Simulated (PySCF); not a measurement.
Screening by computed properties: pick the candidate that meets the target.

All species are isolated and taken at one optimised geometry, non-relativistic unless stated; the electronic structure was computed with PySCF and density fitting.

The conformers computed, where there is a choice (atom-mapped SMILES and torsion angles):
- `[CH2:1]=[C:2]([CH3:3])[C@@:4]1([O:5][CH:6]=[O:7])[CH2:8][SiH2:9]1`: C1–C2–C4–O5 113°, C2–C4–O5–C6 -164°, C4–O5–C6–O7 0°
- `[O:1]=[CH:2][CH2:3][SiH2:4][O:5][C@:6]12[CH2:7][C@H:8]1[CH2:9]2`: O1–C2–C3–Si4 -92°, C2–C3–Si4–O5 -65°, C3–Si4–O5–C6 -177°, Si4–O5–C6–C7 114°
- `[F:1][CH:2]([F:3])[C:4]1=[CH:5][Si@H:6]([NH:7][SiH3:8])[CH:9]=[CH:10]1`: F1–C2–C4–C5 0°, C5–Si6–N7–Si8 175°

Problem. Wanted: dipole moment above 4 D (PBE0/pcSseg-1) and HOMO–LUMO gap above 5.6 eV (PBE0/pcSseg-1), at GFN2-xTB geometries. Which candidate meets both?
A. `FC(F)C1=C[Si@H](N[SiH3])C=C1`
B. `C1[SiH2][C@@]1(OC=O)C(C)=C`
C. `O=CC[SiH2]O[C@]12C[C@H]1C2`
D. `CC1=C(C)[SiH2]OC(=O)C1`

Solution. D. Computed values:
```csv
species,dipole moment,HOMO–LUMO gap
C1[SiH2][C@@]1(OC=O)C(C)=C,1.65 D,6.68 eV
FC(F)C1=C[Si@H](N[SiH3])C=C1,2.73 D,5.07 eV
O=CC[SiH2]O[C@]12C[C@H]1C2,3.21 D,6.13 eV
CC1=C(C)[SiH2]OC(=O)C1,4.82 D,6.57 eV
```
